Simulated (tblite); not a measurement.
Compound: C₆H₁₁N.
Numbering: `[CH2:1]=[CH:2][CH2:3][C@@H:4]1[CH2:5][CH2:6][NH:7]1` (hydrogens: H8, H9 on C1; H10 on C2; H11, H12 on C3; H13 on C4; H14, H15 on C5; H16, H17 on C6; H18 on N7)

Computed with GFN2-xTB (tblite), gas phase: Langevin dynamics at 300 K from the optimised GFN2-xTB geometry, time step 0.5 fs, friction 0.01 fs⁻¹, 2000 steps. The instantaneous temperature is 2·E(kin)/(3Nk) with all 3N coordinates.

| t (fs) | T (K) | E(pot) above start (eV) | C1=C2 (Å) | C2–C3 (Å) | C3–C4 (Å) | C4–C5 (Å) | C5–C6 (Å) | C1–H8 (Å) | C1–C2–C3–C4 (°) |
| --- | --- | --- | --- | --- | --- | --- | --- | --- | --- |
| 0 | 254 | 0.000 | 1.321 | 1.495 | 1.538 | 1.537 | 1.533 | 1.077 | 102 |
| 25 | 185 | 0.374 | 1.330 | 1.518 | 1.518 | 1.489 | 1.514 | 1.069 | 99 |
| 50 | 205 | 0.351 | 1.305 | 1.501 | 1.559 | 1.548 | 1.517 | 1.099 | 97 |
| 75 | 219 | 0.402 | 1.333 | 1.468 | 1.555 | 1.563 | 1.531 | 1.057 | 100 |
| 100 | 235 | 0.455 | 1.339 | 1.489 | 1.537 | 1.547 | 1.578 | 1.075 | 98 |
| 125 | 323 | 0.433 | 1.305 | 1.478 | 1.529 | 1.522 | 1.540 | 1.076 | 97 |
| 150 | 274 | 0.587 | 1.314 | 1.477 | 1.592 | 1.543 | 1.491 | 1.093 | 97 |
| 175 | 311 | 0.678 | 1.321 | 1.488 | 1.606 | 1.527 | 1.494 | 1.063 | 106 |
| 200 | 300 | 0.770 | 1.320 | 1.523 | 1.555 | 1.498 | 1.543 | 1.079 | 114 |
| 225 | 378 | 0.626 | 1.296 | 1.514 | 1.579 | 1.554 | 1.578 | 1.077 | 119 |
| 250 | 302 | 0.752 | 1.313 | 1.456 | 1.515 | 1.585 | 1.607 | 1.056 | 126 |
| 275 | 286 | 0.810 | 1.350 | 1.461 | 1.516 | 1.574 | 1.582 | 1.096 | 122 |
| 300 | 298 | 0.698 | 1.304 | 1.518 | 1.471 | 1.527 | 1.580 | 1.057 | 129 |
| 325 | 370 | 0.618 | 1.283 | 1.529 | 1.621 | 1.572 | 1.561 | 1.075 | 117 |
| 350 | 217 | 0.876 | 1.358 | 1.406 | 1.578 | 1.537 | 1.549 | 1.079 | 124 |
| 375 | 326 | 0.487 | 1.329 | 1.481 | 1.569 | 1.532 | 1.499 | 1.044 | 130 |
| 400 | 285 | 0.538 | 1.279 | 1.496 | 1.554 | 1.562 | 1.529 | 1.090 | 137 |
| 425 | 267 | 0.425 | 1.310 | 1.478 | 1.513 | 1.579 | 1.572 | 1.084 | 140 |
| 450 | 245 | 0.501 | 1.343 | 1.503 | 1.508 | 1.584 | 1.543 | 1.066 | 140 |
| 475 | 214 | 0.573 | 1.332 | 1.478 | 1.516 | 1.568 | 1.544 | 1.039 | 128 |
| 500 | 251 | 0.622 | 1.310 | 1.520 | 1.573 | 1.559 | 1.519 | 1.093 | 104 |
| 525 | 307 | 0.611 | 1.312 | 1.526 | 1.532 | 1.573 | 1.550 | 1.089 | 110 |
| 550 | 271 | 0.619 | 1.333 | 1.496 | 1.520 | 1.552 | 1.576 | 1.055 | 108 |
| 575 | 331 | 0.575 | 1.337 | 1.490 | 1.571 | 1.562 | 1.506 | 1.047 | 102 |
| 600 | 333 | 0.673 | 1.311 | 1.482 | 1.516 | 1.541 | 1.490 | 1.116 | 90 |
| 625 | 324 | 0.743 | 1.298 | 1.534 | 1.456 | 1.542 | 1.550 | 1.085 | 87 |
| 650 | 258 | 0.897 | 1.326 | 1.543 | 1.615 | 1.568 | 1.558 | 1.047 | 87 |
| 675 | 316 | 0.614 | 1.309 | 1.510 | 1.545 | 1.503 | 1.528 | 1.109 | 89 |
| 700 | 299 | 0.757 | 1.330 | 1.475 | 1.556 | 1.535 | 1.500 | 1.079 | 96 |
| 725 | 299 | 0.709 | 1.355 | 1.472 | 1.599 | 1.555 | 1.544 | 1.036 | 107 |
| 750 | 246 | 0.828 | 1.289 | 1.500 | 1.561 | 1.516 | 1.578 | 1.088 | 114 |
| 775 | 279 | 0.550 | 1.308 | 1.487 | 1.589 | 1.532 | 1.554 | 1.092 | 123 |
| 800 | 224 | 0.492 | 1.375 | 1.474 | 1.566 | 1.516 | 1.508 | 1.100 | 121 |
| 825 | 205 | 0.473 | 1.326 | 1.522 | 1.530 | 1.514 | 1.516 | 1.074 | 131 |
| 850 | 201 | 0.628 | 1.272 | 1.527 | 1.563 | 1.524 | 1.520 | 1.030 | 139 |
| 875 | 279 | 0.440 | 1.340 | 1.479 | 1.523 | 1.588 | 1.548 | 1.113 | 132 |
| 900 | 265 | 0.449 | 1.372 | 1.502 | 1.560 | 1.610 | 1.542 | 1.057 | 123 |
| 925 | 222 | 0.631 | 1.295 | 1.524 | 1.497 | 1.525 | 1.540 | 1.075 | 116 |
| 950 | 233 | 0.400 | 1.297 | 1.480 | 1.598 | 1.573 | 1.531 | 1.100 | 97 |
| 975 | 224 | 0.599 | 1.331 | 1.450 | 1.542 | 1.556 | 1.504 | 1.053 | 84 |
| 1000 | 303 | 0.410 | 1.349 | 1.540 | 1.560 | 1.559 | 1.555 | 1.092 | 85 |

Task: From 500 fs on, how do temperature and potential energy compare with equipartition?

Result: The mean temperature of these 21 frames is 270 K against the target 300 K, and the mean potential energy 0.61 eV against 48 × kT/2 = 0.62 eV for 48 classical harmonic modes. For 18 atoms in a canonical ensemble the temperature itself scatters by T·√(2/(3N)) = 58 K; here its standard deviation is 41 K. The whole run lasts only 10 friction times of 100 fs, so these averages carry a wide statistical error.

Task: What are the kinetic and total energies of the listed frame with the highest potential energy?

Result: The one at 650 fs, 0.897 eV above the start. Its kinetic energy is 3NkT/2 = 0.600 eV at 258 K, so the sum is 1.50 eV; over the listed frames the sum runs from 0.59 to 1.51 eV, since the thermostat adds and removes energy.

Task: How much do the listed bonds fluctuate from 500 fs on?

Result: 
```
 bond  at the start (Å)  mean (Å)  standard deviation (Å)
C1=C2             1.321     1.323                   0.026
C2–C3             1.495     1.502                   0.026
C3–C4             1.538     1.551                   0.036
C4–C5             1.537     1.548                   0.026
C5–C6             1.533     1.534                   0.024
C1–H8             1.077     1.078                   0.025
```

The motion is classical and holds no zero-point motion.

The cost below is that of the whole dynamics run. The run took 10 s on one thread, Arm Neoverse V1 (aarch64), no GPU, shared host, and the process peaked at 0.19 GiB of memory.
